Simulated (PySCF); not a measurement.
MSe for M along the third period

r²SCAN with double-zeta basis sets in PySCF, for the lowest determinant that a PBE0 search found; no spin–orbit coupling. De refers to high-spin ground-configuration atoms. A positive dipole means M(−)Se(+).

```tsv
M	basis	state (unpaired electrons)	Re (Å)	ωe (cm⁻¹)	De (eV)	μ (D)
Na	def2-SVP	doublet (π ↑)	2.613	269	2.48	-8.22
Mg	aug-cc-pVDZ/aug-cc-pVDZ-PP	singlet (closed shell)	2.267	432	2.04	-7.39
Al	pcseg-1	doublet (σ ↑)	2.161	495	4.01	-3.55
Si	x2c-SVPall	singlet (closed shell)	2.071	585	5.59	-1.06
P	def2-SVP	doublet (π ↑)	2.047	579	3.81	-0.19
Cl	x2c-SVPall	doublet (π ↑)	2.155	431	2.74	0.78
```

The shortest bond is that of PSe (2.047 Å), the longest that of NaSe (2.613 Å). SiSe is bound most strongly (5.59 eV) and MgSe least (2.04 eV).

The rows differ in basis set, which adds steps of its own.

The state changes along the series, so neighbouring rows are not always alike in their bonding.

Spin–orbit coupling is left out. States were picked by a PBE0 search and need not be the measured ground states.
